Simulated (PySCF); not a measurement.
## Radial density of Co (cobalt, neutral)

B2PLYP, [Ar] 3d6 4s2 5s1, high-spin 6D determinant (an excited configuration). Computed with PySCF 2.14 in aug-cc-pVDZ-DK (7s6p4d2f, 59 functions), with scalar relativity by spin-free X2C-1e.

```tsv
r (bohr)	4πr²ρ (e/bohr)	4πr²(ρα − ρβ)
0.000997	0.2426	0.0000
0.00168	0.6098	0.0001
0.00282	1.501	0.0002
0.00474	3.562	0.0005
0.00798	7.958	0.0012
0.0134	15.97	0.0024
0.0226	26.61	0.0038
0.0380	32.75	0.0045
0.0639	27.83	0.0085
0.107	27.59	0.0569
0.181	36.81	0.3530
0.304	20.95	1.5941
0.511	16.09	3.8382
0.860	14.91	3.6128
1.45	3.768	1.2726
2.43	1.149	0.1473
4.09	0.2404	0.0190
6.88	0.1709	0.1682
11.6	0.04593	0.0459
19.5	0.0001037	0.0001
```

Densities and radii are taken from the X2C orbitals without a picture-change correction, which distorts them close to the nucleus.

The outer electron is Rydberg-like, and this basis confines it to a smaller radius and binds it less than a complete one would.
